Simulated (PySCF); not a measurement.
H2AlO2 (SMILES [OH][Al+][OH]), charge +1, singlet, at a GFN2-xTB geometry (such geometries of metal compounds can be far from the true shape); PySCF with B3LYP/def2-SVP.

PySCF was given this input:
```python
from pyscf import gto, scf, dft

mol = gto.M(
    atom='''
Al    0.00132080    0.02336884    0.00560416
O     1.23746324    0.11111106   -1.01695056
H     1.88158776    0.60380242   -1.53726831
O    -1.24415863   -0.22957239    0.98854196
H    -1.84519501    0.04009327    1.69168308
''',
    basis='def2-svp',
    charge=1,
    verbose=4,
)

mf = dft.RKS(mol)
mf.xc = 'b3lyp'
mf.kernel()
```

Predict the main parts of the log of this PySCF run.


```
PySCF version 2.14.0

[INPUT] verbose = 4
[INPUT] num. atoms = 5
[INPUT] num. electrons = 30
[INPUT] charge = 1
[INPUT] spin (= nelec alpha-beta = 2S) = 0
[INPUT] symmetry False subgroup None
[INPUT] Mole.unit = angstrom
[INPUT] Symbol           X                Y                Z      unit          X                Y                Z       unit  Magmom
[INPUT]  1 Al     0.001320800000   0.023368840000   0.005604160000 AA    0.002495950265   0.044160707449   0.010590327558 Bohr   0.0
[INPUT]  2 O      1.237463240000   0.111111060000  -1.016950560000 AA    2.338466612817   0.209969472810  -1.921758040623 Bohr   0.0
[INPUT]  3 H      1.881587760000   0.603802420000  -1.537268310000 AA    3.555685545734   1.141021207150  -2.905016085873 Bohr   0.0
[INPUT]  4 O     -1.244158630000  -0.229572390000   0.988541960000 AA   -2.351119066214  -0.433828942862   1.868073567041 Bohr   0.0
[INPUT]  5 H     -1.845195010000   0.040093270000   1.691683080000 AA   -3.486913215314   0.075765299738   3.196817710761 Bohr   0.0

nuclear repulsion = 95.5214274687633
number of shells = 26
number of NR pGTOs = 98
number of NR cGTOs = 56
basis = def2-svp
ecp = {}

******** <class 'pyscf.dft.rks.RKS'> ********
method = RKS
initial guess = minao
damping factor = 0
level_shift factor = 0
DIIS = <class 'pyscf.scf.diis.CDIIS'>
diis_start_cycle = 1
diis_space = 8
diis_damp = 0
SCF conv_tol = 1e-09
SCF conv_tol_grad = None
SCF max_cycles = 50
direct_scf = True
direct_scf_tol = 1e-13
XC library pyscf.dft.libxc version 7.1.2
    S. Lehtola, C. Steigemann, M. J. T. Oliveira, and M. A. L. Marques,  SoftwareX 7, 1–5 (2018)
XC functionals = b3lyp
    P. J. Stephens, F. J. Devlin, C. F. Chabalowski, and M. J. Frisch,  J. Phys. Chem. 98, 11623 (1994)
radial grids:
    Treutler-Ahlrichs [JCP 102, 346 (1995); DOI:10.1063/1.469408] (M4) radial grids

becke partition: Becke, JCP 88, 2547 (1988); DOI:10.1063/1.454033
pruning grids: <function nwchem_prune>
grids dens level: 3
symmetrized grids: False
atomic radii adjust function: <function treutler_atomic_radii_adjust>
small_rho_cutoff = 0
Set gradient conv threshold to 3.16228e-05
Initial guess from minao.
tot grids = 66960
init E= -394.147225265917
  HOMO = -0.476521937632254  LUMO = -0.157895386484491  gap/eV = 8.67027
cycle= 1 E= -393.467692268893  delta_E= 0.68  |g|= 1.09  |ddm|= 2.47
  HOMO = -0.382204461174933  LUMO = -0.279861212242341  gap/eV = 2.78490
cycle= 2 E= -392.786200654618  delta_E= 0.681  |g|=  2.1  |ddm|= 2.03
  HOMO = -0.57527462361094  LUMO = -0.310455932745723  gap/eV = 7.20608
cycle= 3 E= -393.698167125206  delta_E= -0.912  |g|= 0.0842  |ddm|=  1.4
  HOMO = -0.567989801594178  LUMO = -0.316421040356544  gap/eV = 6.84553
cycle= 4 E= -393.70007573324  delta_E= -0.00191  |g|= 0.0196  |ddm|= 0.127
  HOMO = -0.56609966160956  LUMO = -0.31293866729331  gap/eV = 6.88886
cycle= 5 E= -393.70016355821  delta_E= -8.78e-05  |g|= 0.00238  |ddm|= 0.0278
  HOMO = -0.56642200196355  LUMO = -0.312972122768623  gap/eV = 6.89672
cycle= 6 E= -393.700164573551  delta_E= -1.02e-06  |g|= 0.000294  |ddm|= 0.00138
  HOMO = -0.56645955173583  LUMO = -0.31297218773307  gap/eV = 6.89774
cycle= 7 E= -393.700164589766  delta_E= -1.62e-08  |g|= 3.21e-05  |ddm|= 0.00025
  HOMO = -0.566463251949017  LUMO = -0.31297376947648  gap/eV = 6.89780
cycle= 8 E= -393.700164589953  delta_E= -1.87e-10  |g|= 6.07e-06  |ddm|= 2.38e-05
  HOMO = -0.566463303031397  LUMO = -0.312973446705747  gap/eV = 6.89781
Extra cycle  E= -393.70016458994  delta_E= 1.34e-11  |g|= 1.08e-05  |ddm|= 1.03e-05
converged SCF energy = -393.70016458994
```
